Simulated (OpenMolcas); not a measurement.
Nb4+ (d1) in a complex was computed by SS-CASPT2, IPEA 0.25 Eh, sigma2 regulariser 0.3 Eh with the d shell active (OpenMolcas, ANO-RCC-VDZP on the metal). Its lowest spin-free states, and all those of the highest spin:

| 2S+1 | Degeneracy | E (cm-1) |
| --- | --- | --- |
| 2 | 2 | 0 |
| 2 | 1 | 4020 |
| 2 | 1 | 7250 |
| 2 | 1 | 43420 |

Is the site octahedral, tetrahedral or cube-like, axial, or of lower symmetry?

The states with 2S+1 = 2 have orbital degeneracies 2, 1, 1, 1. There are pairs but no triples, so the site is axial: not cubic, but with a proper or improper axis of order three or more. The run had Nb4+ with 5 ligands (fluoride) in square pyramidal coordination (C4v) at 1.93 Å, the axial distance 2.210 Å. A charge of +0.2 e stands 2.8 Å behind each ligand. Ligand basis ANO-RCC-VDZP.

Over all roots computed the reference weight is 0.74; a low but even weight reflects the number of correlated electrons. An orbital doublet at a regular site is open to a Jahn-Teller distortion, which this geometry leaves out. The least metal-like active orbital is 69 % on the metal (Löwdin) and no ligand orbital is active, so the numbers are rough. Ligand-to-metal charge-transfer states are missing. No measured value stands beside these numbers; the geometry is a model, was not optimised and need not be the one that this ion takes.
